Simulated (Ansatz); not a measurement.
The pair A = SiH4 (SMILES [SiH4]) (first 5 atoms), B = CH2F2 (SMILES FCF); geometry from B3LYP-D3(BJ)/def2-TZVP.
(charge 0, multiplicity 1):
```json
[
 {"atom": "Si", "x (Å)": "0.2395", "y (Å)": "-0.0475", "z (Å)": "0.1288"},
 {"atom": "H", "x (Å)": "-1.0134", "y (Å)": "0.2795", "z (Å)": "0.8484"},
 {"atom": "H", "x (Å)": "0.5110", "y (Å)": "-1.4968", "z (Å)": "0.2432"},
 {"atom": "H", "x (Å)": "1.3596", "y (Å)": "0.7287", "z (Å)": "0.7005"},
 {"atom": "H", "x (Å)": "0.0706", "y (Å)": "0.3069", "z (Å)": "-1.3000"},
 {"atom": "F", "x (Å)": "0.3538", "y (Å)": "-0.7614", "z (Å)": "3.3533"},
 {"atom": "C", "x (Å)": "-0.4643", "y (Å)": "0.1383", "z (Å)": "3.9719"},
 {"atom": "F", "x (Å)": "0.1200", "y (Å)": "1.3655", "z (Å)": "3.9079"},
 {"atom": "H", "x (Å)": "-0.5656", "y (Å)": "-0.1492", "z (Å)": "5.0195"},
 {"atom": "H", "x (Å)": "-1.4126", "y (Å)": "0.1722", "z (Å)": "3.4342"}
]
```

Cores are frozen in the correlated methods. MP2 and its Hartree–Fock in aug-cc-pV(T+d)Z are density fitted.

The values were computed with Ansatz (a first-principles code) with Gaussian orbitals. Values without a source in brackets are computed.

The counterpoise-corrected interaction energy is E(AB) − E(A in the pair's basis) − E(B in the pair's basis). Total energies (hartree):

```csv
level,AB,A in the pair's basis,B in the pair's basis
HF/aug-cc-pV(D+d)Z,-529.1816480,-291.2505395,-237.9316865
MP2/aug-cc-pV(D+d)Z,-529.8592353,-291.3723976,-238.4853549
HF/aug-cc-pV(T+d)Z,-529.2619284,-291.2638620,-237.9986743
MP2/aug-cc-pV(T+d)Z,-530.1001793,-291.4095526,-238.6888315
CCSD(T)/aug-cc-pV(D+d)Z,-529.9251374,-291.4072177,-238.5163138
```

Question: Work out the counterpoise-corrected interaction energy at the basis-set limit: extrapolate the MP2 correlation part as X⁻³, take Hartree–Fock from the larger set, and add the CCSD(T) − MP2 difference of aug-cc-pV(D+d)Z.

Answer: 
1. Differences (1 hartree = 627.509 kcal/mol): HF/aug-cc-pV(D+d)Z 0.363; MP2/aug-cc-pV(D+d)Z -0.930; HF/aug-cc-pV(T+d)Z 0.381; MP2/aug-cc-pV(T+d)Z -1.127; CCSD(T)/aug-cc-pV(D+d)Z -1.008.
2. Correlation parts, MP2 less HF: -1.293 in aug-cc-pV(D+d)Z (X = 2), -1.508 in aug-cc-pV(T+d)Z (X = 3).
3. Limit (3³·(-1.508) − 2³·(-1.293))/(3³ − 2³) = -1.599; with HF/aug-cc-pV(T+d)Z it gives -1.217.
4. CCSD(T) less MP2 in aug-cc-pV(D+d)Z: -0.077.
Result: -1.29 kcal/mol, against -0.93 at MP2/aug-cc-pV(D+d)Z. It is an estimate of this method's limit, not of the exact value.
